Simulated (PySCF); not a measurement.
# SMILES COC1=C=CCCCCCC1, C₁₀H₁₆O

Molfile (atoms numbered from 1):
```
C10H16O
     RDKit          3D

 27 27  0  0  0  0  0  0  0  0999 V2000
    2.5642    0.9201    1.2251 C   0  0  0  0  0  0  0  0  0  0  0  0
    1.7154    0.7849    2.3326 O   0  0  0  0  0  0  0  0  0  0  0  0
    0.7021   -0.1088    2.2075 C   0  0  0  0  0  0  0  0  0  0  0  0
    0.5274   -0.8912    1.1542 C   0  0  0  0  0  0  0  0  0  0  0  0
    0.0151   -1.3801    0.0466 C   0  0  0  0  0  0  0  0  0  0  0  0
   -1.0133   -0.6099   -0.7566 C   0  0  0  0  0  0  0  0  0  0  0  0
   -1.6677    0.5186    0.0360 C   0  0  0  0  0  0  0  0  0  0  0  0
   -2.4779   -0.0075    1.2279 C   0  0  0  0  0  0  0  0  0  0  0  0
   -2.5306    0.8776    2.4710 C   0  0  0  0  0  0  0  0  0  0  0  0
   -1.2007    1.1854    3.1694 C   0  0  0  0  0  0  0  0  0  0  0  0
   -0.2489   -0.0108    3.3654 C   0  0  0  0  0  0  0  0  0  0  0  0
    3.3499    1.6334    1.5058 H   0  0  0  0  0  0  0  0  0  0  0  0
    2.0202    1.2992    0.3424 H   0  0  0  0  0  0  0  0  0  0  0  0
    3.0185   -0.0497    0.9537 H   0  0  0  0  0  0  0  0  0  0  0  0
    0.2925   -2.3788   -0.3178 H   0  0  0  0  0  0  0  0  0  0  0  0
   -0.5438   -0.2182   -1.6774 H   0  0  0  0  0  0  0  0  0  0  0  0
   -1.7841   -1.3225   -1.1022 H   0  0  0  0  0  0  0  0  0  0  0  0
   -2.3133    1.1121   -0.6316 H   0  0  0  0  0  0  0  0  0  0  0  0
   -0.8796    1.2070    0.3826 H   0  0  0  0  0  0  0  0  0  0  0  0
   -3.5123   -0.2062    0.8998 H   0  0  0  0  0  0  0  0  0  0  0  0
   -2.0767   -0.9905    1.5228 H   0  0  0  0  0  0  0  0  0  0  0  0
   -3.0204    1.8373    2.2282 H   0  0  0  0  0  0  0  0  0  0  0  0
   -3.1971    0.3821    3.1987 H   0  0  0  0  0  0  0  0  0  0  0  0
   -1.4333    1.6276    4.1519 H   0  0  0  0  0  0  0  0  0  0  0  0
   -0.6478    1.9692    2.6257 H   0  0  0  0  0  0  0  0  0  0  0  0
   -0.8072   -0.9508    3.4838 H   0  0  0  0  0  0  0  0  0  0  0  0
    0.3500    0.1348    4.2782 H   0  0  0  0  0  0  0  0  0  0  0  0
  1  2  1  0
  2  3  1  0
  3  4  2  0
  4  5  2  0
  5  6  1  0
  6  7  1  0
  7  8  1  0
  8  9  1  0
  9 10  1  0
 10 11  1  0
 11  3  1  0
  1 12  1  0
  1 13  1  0
  1 14  1  0
  5 15  1  0
  6 16  1  0
  6 17  1  0
  7 18  1  0
  7 19  1  0
  8 20  1  0
  8 21  1  0
  9 22  1  0
  9 23  1  0
 10 24  1  0
 10 25  1  0
 11 26  1  0
 11 27  1  0
M  END
```

Level of theory: TDDFT CAM-B3LYP/def2-SVP circular dichroism and optical rotation, one conformer, gas phase (PySCF 2.14.0). Geometry: PBE0-D3(BJ)/def2-SVP.

States above about 7.4 eV (minus the energy of the highest occupied orbital) lie near or above the ionisation threshold and depend on the basis. No stereocentre is labelled: unless the shape is locked (an allene, a helicene, a hindered biaryl), the mirror image is equally populated and a measured rotation or CD is zero.

(1) Draw the ECD and absorption spectra from the lowest 12 states, each a Gaussian of half-width 0.3 eV at 1/e height.

Answers

(1) 
| E (eV) | λ (nm) | Δε (L mol⁻¹ cm⁻¹) | ε (L mol⁻¹ cm⁻¹) |
| --- | --- | --- | --- |
| 4.34 | 285 | -0.40 | 4.77 |
| 4.49 | 276 | -1.66 | 19.7 |
| 4.64 | 267 | -4.16 | 49.2 |
| 4.79 | 259 | -6.30 | 74.6 |
| 4.94 | 251 | -5.80 | 68.6 |
| 5.09 | 243 | -3.24 | 38.3 |
| 5.24 | 236 | -1.10 | 13 |
| 5.39 | 230 | -0.22 | 2.67 |
| 5.54 | 224 | -0.02 | 0.449 |
| 5.69 | 218 | +0.05 | 1.36 |
| 5.84 | 212 | +0.35 | 9.41 |
| 5.99 | 207 | +1.45 | 45.5 |
| 6.14 | 202 | +3.55 | 195 |
| 6.29 | 197 | +4.58 | 916 |
| 6.44 | 192 | +0.40 | 3710 |
| 6.59 | 188 | -10.28 | 10200 |
| 6.74 | 184 | -20.00 | 17600 |
| 6.89 | 180 | -16.86 | 20200 |
| 7.04 | 176 | -1.88 | 19100 |
| 7.19 | 172 | +9.66 | 20600 |
| 7.34 | 169 | +9.94 | 21500 |
| 7.49 | 165 | +4.85 | 16100 |
| 7.64 | 162 | +0.05 | 8290 |
| 7.79 | 159 | -5.79 | 3730 |
| 7.94 | 156 | -15.48 | 2300 |
| 8.09 | 153 | -25.01 | 2030 |
| 8.24 | 150 | -25.89 | 2230 |
| 8.39 | 148 | -19.57 | 2770 |

Δε uses R in velocity form, ε uses f in length form. Only the states computed contribute, so the short-wavelength end is incomplete.

The sign of the CD bands at 169, 158 nm isn't settled: the length form gives the opposite one.
